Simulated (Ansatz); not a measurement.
These are frozen-core CCSD(T)/cc-pVTZ // CAM-B3LYP-D3(BJ)/def2-TZVP (Ansatz, a first-principles code) values and carry that method's errors.

Ansatz 0.2 input:
```yaml
crystal:
  periodic: [false, false, false]
  atoms:
    - { symbol: B, position_ang: [2.056982, -0.029196, -0.601132] }
    - { symbol: N, position_ang: [0.852266, -0.219892, -0.418385] }
    - { symbol: C, position_ang: [-0.475802, -0.469437, -0.225924] }
    - { symbol: C, position_ang: [-1.366125, 0.437135, 0.151546] }
    - { symbol: H, position_ang: [3.196146, 0.153314, -0.773356] }
    - { symbol: H, position_ang: [-0.780209, -1.49579, -0.405972] }
    - { symbol: H, position_ang: [-1.081828, 1.463874, 0.335342] }
    - { symbol: H, position_ang: [-2.401439, 0.159984, 0.282742] }
basis:
  gaussian: { orbitals: cc-pVTZ }
correlation:
  method: ccsd_t
```

Output:

```
Functional definition: HF
1017 factors; integrals over basis functions are off by at most 1.1e-3 eV
mean field evaluation 1: about -4274.6598 eV, gradient 3.9e1 eV
mean field evaluation 2: about -4274.6650 eV, gradient 3.9e1 eV
mean field evaluation 4: about -4278.4478 eV, gradient 5.0e0 eV
mean field evaluation 8: about -4278.5215 eV, gradient 3.4e-1 eV
mean field evaluation 16: about -4278.4423 eV, gradient 5.0e0 eV
mean field -4278.52199610 eV, -157.2327832702 hartree, gradient 2.0e-6 eV, S^2 0.000000; 0 other end points of the search recorded, 0 dependent functions left out
4 core orbitals not correlated
reference -4278.52199610 eV, -157.2327832702 hartree; 10, 10 occupied and 162, 162 virtual orbitals, 1017 factors
second order -16.75356361 eV of doubles, -0.00000000 eV of singles
cycle   1  -16.79718817 eV  change   -4.4e-2 eV  update   1.0e-1
cycle   2  -17.27399264 eV  change   -4.8e-1 eV  update   3.2e-2
cycle   3  -17.39475447 eV  change   -1.2e-1 eV  update   1.7e-2
cycle   4  -17.38417445 eV  change    1.1e-2 eV  update   4.5e-3
cycle   5  -17.38524024 eV  change   -1.1e-3 eV  update   2.1e-3
cycle   6  -17.38593508 eV  change   -6.9e-4 eV  update   5.0e-4
cycle   7  -17.38571073 eV  change    2.2e-4 eV  update   2.5e-4
cycle   8  -17.38567364 eV  change    3.7e-5 eV  update   7.8e-5
cycle   9  -17.38568092 eV  change   -7.3e-6 eV  update   3.2e-5
cycle  10  -17.38566557 eV  change    1.5e-5 eV  update   9.7e-6
perturbative correction -0.84439444 eV, -0.0310309234 hartree
Total energy: -4296.75205611 eV, -157.9027256188 hartree
```

Cost: very roughly 80 core-seconds.
